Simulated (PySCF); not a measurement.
SMILES C#Cc1ccc(C#N)cc1 (C₉H₅N) (GFN2-xTB optimised geometry):

```
15

C     -1.976    -2.986    -0.005
C     -1.376    -1.946    -0.003
C     -0.668    -0.722     0.000
C     -1.363     0.490     0.001
C     -0.673     1.684     0.001
C      0.724     1.679     0.000
C      1.432     2.902    -0.002
N      2.007     3.894    -0.005
C      1.422     0.470     0.000
C      0.729    -0.722     0.000
H     -2.502    -3.894    -0.008
H     -2.442     0.483     0.002
H     -1.203     2.625     0.002
H      2.502     0.478     0.000
H      1.260    -1.663     0.000
```

Calculation: CAM-B3LYP/def2-TZVP (PySCF).

Q: What are the frontier orbital energies and the dipole moment?

A: HOMO-2 -9.96 eV, HOMO-1 -9.53 eV, HOMO -8.54 eV, LUMO -1.12 eV, LUMO+1 0.03 eV; dipole moment 4.31 D.

Meta-Löwdin charges at CAM-B3LYP/def2-TZVP: C1 -0.19, C2 -0.03, C3 0.02, C4 -0.10, C5 -0.09, C6 -0.02, C7 0.11, N8 -0.22, C9 -0.09, C10 -0.10, H11 0.18, H12 0.14, H13 0.14, H14 0.14, H15 0.14.
